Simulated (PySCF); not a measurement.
B3LYP has the VWN-RPA correlation part, as in Gaussian. 

```xyz
10

B      1.8974     0.0182     0.0322
C      0.4903     0.3932    -0.3268
C     -0.5615    -0.2791     0.2209
N     -1.8716    -0.0535    -0.0070
H      2.0854    -0.8784     0.8051
H      2.8415     0.5867    -0.4294
H      0.2556     1.1980    -1.0221
H     -0.3677    -1.0878     0.9185
H     -2.1655     0.6724    -0.6375
H     -2.5831    -0.6000     0.4409
```

Charge 0, multiplicity 1.

Question: Give the Mulliken and meta-Löwdin atomic charges from B3LYP-D3(BJ)/def2-TZVP run with PySCF.

Answer: 
| atom | Mulliken (e) | meta-Löwdin (e) |
|---|---|---|
| B1 | -0.07 | -0.11 |
| C2 | -0.26 | -0.29 |
| C3 | 0.12 | 0.08 |
| N4 | -0.39 | -0.38 |
| H5 | -0.05 | -0.02 |
| H6 | -0.03 | -0.01 |
| H7 | 0.08 | 0.10 |
| H8 | 0.13 | 0.13 |
| H9 | 0.23 | 0.25 |
| H10 | 0.24 | 0.25 |
